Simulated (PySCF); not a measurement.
**C₆ coefficients of unlike pairs at PBE**

Calculated with PySCF 2.14 from the dipole response of each species, C₆(A,B) = (3/π) ∫ α_A(iu) α_B(iu) du, in atomic units, from isotropic polarisabilities. For ions this is the dispersion term alone; charge-induced terms of lower order in 1/R come first.

| species | configuration | basis | relativity | α (bohr³) | C₆ (like pair) |
| --- | --- | --- | --- | --- | --- |
| Be²⁺ | 1s2 (1S) | aug-cc-pVQZ-DK (6s5p4d3f2g) | spin-free X2C | 0.05394 | 0.01094 |
| Sc²⁺ | [Ar] 3d1 (2D) | dyall-av2z (16s12p7d2f) | none | 5.007 | 14.40 |
| O²⁺ | [He] 2s2 2p2 (3P) | aug-cc-pVTZ (5s4p3d2f) | none | 1.750 | 2.351 |
| B³⁺ | 1s2 (1S) | x2c-TZVPPall with one added diffuse shell each of s, p, d type (6s4p3d1f) | spin-free X2C | 0.01443 | 0.001174 |

(1) Estimate C₆ for B³⁺ with Be²⁺.

No spin-orbit coupling is included.

The other pairs:

```
      pair       C₆
 B³⁺, Sc²⁺  0.09103
Sc²⁺, Be²⁺   0.3142
 O²⁺, Sc²⁺    5.805
 O²⁺, Be²⁺   0.1306
  B³⁺, O²⁺  0.03797
```

## Answers

(1) The integral gives 0.003517. The combination rule 2 C_A C_B / (C_A α_B/α_A + C_B α_A/α_B) gives 0.003512 and the geometric mean 0.003584.
